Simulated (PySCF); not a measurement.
An excited-state job on `ClC(C#CC=O)(Cl)Cl`.

Computed with TDDFT B3LYP/def2-SVPD, vertical, gas phase, core orbitals frozen in the response (PySCF 2.14.0, density-fitted response routines). Geometry: GFN2-xTB. A driver script takes a list of jobs; this job's settings line and coordinates (Å) are shown.

Input:
```
{"job": {"kind": "uv", "xc": "B3LYP", "basis": "def2-SVPD", "nstates": 8, "ntriplets": 3}, "charge": 0, "multiplicity": 1}
O      2.948531     0.936945     0.789457
C      2.331754     0.082167     0.222210
C      0.903210     0.039575     0.087427
C     -0.297091     0.004862    -0.022503
C     -1.721426    -0.053303    -0.164825
Cl    -2.197132    -1.506349    -1.089710
Cl    -2.479532    -0.115203     1.450785
Cl    -2.292624     1.400901    -1.030122
H      2.817871    -0.783602    -0.267900
```

Output:
```
coarse grid: 10928 points
cycle   1  E = -1607.8171549552  dE =  1.367e+00  |g| = 9.474e-01  |ddm| = 9.085e+00
cycle   2  E = -1606.2706638748  dE =  1.546e+00  |g| = 2.749e+00  |ddm| = 5.783e+00
cycle   3  E = -1607.9857111862  dE = -1.715e+00  |g| = 3.379e-01  |ddm| = 4.613e+00
cycle   4  E = -1608.0011128484  dE = -1.540e-02  |g| = 2.748e-01  |ddm| = 1.021e+00
cycle   5  E = -1608.0176087579  dE = -1.650e-02  |g| = 9.650e-02  |ddm| = 5.184e-01
cycle   6  E = -1608.0193588870  dE = -1.750e-03  |g| = 3.581e-02  |ddm| = 1.526e-01
cycle   7  E = -1608.0196731503  dE = -3.143e-04  |g| = 1.227e-02  |ddm| = 9.809e-02
cycle   8  E = -1608.0197061241  dE = -3.297e-05  |g| = 2.104e-03  |ddm| = 3.120e-02
cycle   9  E = -1608.0197071801  dE = -1.056e-06  |g| = 7.091e-04  |ddm| = 6.692e-03
final grid: 96656 points
cycle  10  E = -1608.2063166892  dE = -1.562e-05  |g| = 3.506e-03  |ddm| = 1.964e-01
cycle  11  E = -1608.2063108201  dE =  5.869e-06  |g| = 6.285e-03  |ddm| = 1.550e-02
cycle  12  E = -1608.2063191999  dE = -8.380e-06  |g| = 1.094e-03  |ddm| = 1.003e-02
cycle  13  E = -1608.2063194434  dE = -2.436e-07  |g| = 2.526e-04  |ddm| = 1.599e-03
cycle  14  E = -1608.2063194575  dE = -1.407e-08  |g| = 7.376e-05  |ddm| = 7.539e-04
cycle  15  E = -1608.2063194586  dE = -1.086e-09  |g| = 2.983e-05  |ddm| = 2.182e-04
cycle  16  E = -1608.2063194588  dE = -1.683e-10  |g| = 1.521e-05  |ddm| = 5.970e-05
converged SCF energy = -1608.2063194588

Static polarisability (au): isotropic 98.183, principal 79.378 85.648 129.523

Singlet excitations
state   eV       nm        f      main configurations
  1   3.5906    345.3   0.00026   H->L 0.97
  2   4.4224    280.4   0.00093   H-1->L 0.93
  3   5.0035    247.8   0.00558   H-3->L 0.94
  4   5.0721    244.4   0.11810   H-2->L 0.79, H-1->L+1 0.11
  5   5.5912    221.7   0.00039   H-4->L 0.88
  6   5.6637    218.9   0.00145   H->L+1 0.49, H-5->L 0.43
  7   5.7343    216.2   0.00196   H->L+1 0.48, H-5->L 0.38, H-1->L+1 0.10
  8   5.8346    212.5   0.00106   H-2->L+1 0.93

Triplet excitations (Tamm-Dancoff, eV): 3.0293 3.8182 4.1610
```

The SCF starts on a coarse grid where the log names one; the energy can jump when the final grid takes over, and dE then counts from the start density on the new grid. H and L stand for HOMO and LUMO; the number after each pair is its weight.

Task: Give S1 in cm⁻¹ and kJ/mol.

Result: 3.5906 eV × 8065.54 = 28960 cm⁻¹; × 96.485 = 346.4 kJ/mol.

Summary of the converged run: HOMO -8.36 eV, LUMO -3.17 eV; lowest singlet 3.59 eV; lowest triplet 3.03 eV (Tamm–Dancoff); mean polarisability 98.2 au.

Task: How long does this job take on an Arm Neoverse V2 with one thread, on a shared host?

Result: About 31 s.
Labels such as C1 count atoms from 1, the log's own numbers from 0.
